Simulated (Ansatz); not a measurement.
`C=C=C1[SiH2]C1F` → 4 C• + F• + 5 H• + Si•  (atomization)

Computed with Ansatz on PBE0-D4/def2-TZVP structures; ΔE is electronic, products minus reactants. CCSD(T)/CBS is the MP2 limit (def2-TZVPP, def2-QZVPP) plus CCSD(T) − MP2 in def2-TZVPP, frozen cores. This one scheme is used for every species, atoms too. Functionals use def2-TZVPP. No spin–orbit coupling; open shells (•) take unrestricted orbitals. Spin–orbit coupling would lower the free atoms: a little for C, F, Si.

| species | r2SCAN energy (Eh) |
| --- | --- |
| `C=C=C1[SiH2]C1F` | -544.59411 |
| C• | -37.83292 |
| F• | -99.72763 |
| H• | -0.49993 |
| Si• | -289.34127 |

Work out ΔE.

ΔE = 5 × (-0.49993) + 4 × (-37.83292) + (-99.72763) + (-289.34127) − (-544.59411) = 1.69388 Eh = +46.09 eV. CCSD(T)/CBS gives +45.55 eV.

Largest T1 diagnostic among the species: 0.014.

From r2SCAN to r2SCAN0 (25 % exact exchange), in def2-TZVPP and without D4, ΔE moves by −0.98 eV: exact exchange takes away binding that semilocal exchange gives to molecules. At CCSD(T), def2-SVP lies −2.22 eV from the extrapolated value and def2-TZVPP −1.22 eV: correlation converges slowly with the basis, and small sets miss more of it in the bonded molecule than in its fragments.

For atomizations the MP2-based limit and the directly extrapolated one differ by several kJ/mol either way, and by 10 to 25 for some Ge, Se and Sn compounds, so smaller differences from it don't rank the levels.
